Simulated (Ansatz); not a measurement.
Isolated molecules relaxed with PBE0-D4/def2-TZVP in Ansatz; ΔE leaves out vibrations. CCSD(T)/CBS is the MP2 limit (def2-TZVPP, def2-QZVPP) plus CCSD(T) − MP2 in def2-TZVPP, frozen cores. This one scheme is used for every species. DFT in def2-TZVPP. B3LYP here is the variant with VWN-RPA as its local correlation; programs differ in this. HSE06 is defined as in plane-wave codes. For Ge, Se outer-core shells are correlated without core-valence functions, which leaves a few kJ/mol of doubt a bond. Scalar relativity is left out up to krypton.

Reaction (formal hydrolysis of a Ge–Se bond): `B[Se][GeH3]` + H₂O → `[OH][GeH3]` + `B[SeH]`

| level | ΔE (kcal/mol) | difference from CCSD(T)/CBS |
| --- | --- | --- |
| revPBE-D4 | 9.4 | 0.2 |
| BLYP-D4 | 7.6 | -1.6 |
| B3LYP-D4 | 8.0 | -1.2 |
| r2SCAN0-D4 | 8.8 | -0.4 |
| HSE06-D4 | 9.9 | 0.7 |
| ωB97M-V | 7.8 | -1.4 |
| B2PLYP | 6.8 | -2.4 |
| BLYP | 5.7 | -3.5 |
| PBE0 | 8.9 | -0.3 |
| r2SCANh | 8.1 | -1.1 |
| RPA@PBE/def2-TZVPP | 6.4 | -2.8 |
| HF/def2-SVP | 4.5 | -4.7 |
| CCSD/def2-SVP | 4.9 | -4.3 |
| CCSD(T)/def2-SVP | 5.0 | -4.2 |
| HF/CBS(def2) | 4.8 | -4.4 |
| CCSD/CBS(def2) | 8.9 | -0.3 |
| CCSD(T)/CBS | 9.2 | 0 |

Largest T1 diagnostic among the species: 0.013.

At CCSD(T), def2-SVP lies −4.2 kcal/mol from the extrapolated value and def2-TZVPP −1.5 kcal/mol. From r2SCAN to r2SCAN0 (25 % exact exchange), in def2-TZVPP and without D4, ΔE moves by +0.8 kcal/mol. The D4 term adds +1.7 kcal/mol with B3LYP and +0.9 kcal/mol with PBE0; it sums over pairs of atoms, weighted by their polarisabilities, and B3LYP, whose exchange is more repulsive, gets the larger term.

CCSD(T)/CBS has its own doubt, a few kJ/mol and more with outer-core shells, so smaller differences from it don't rank the levels.
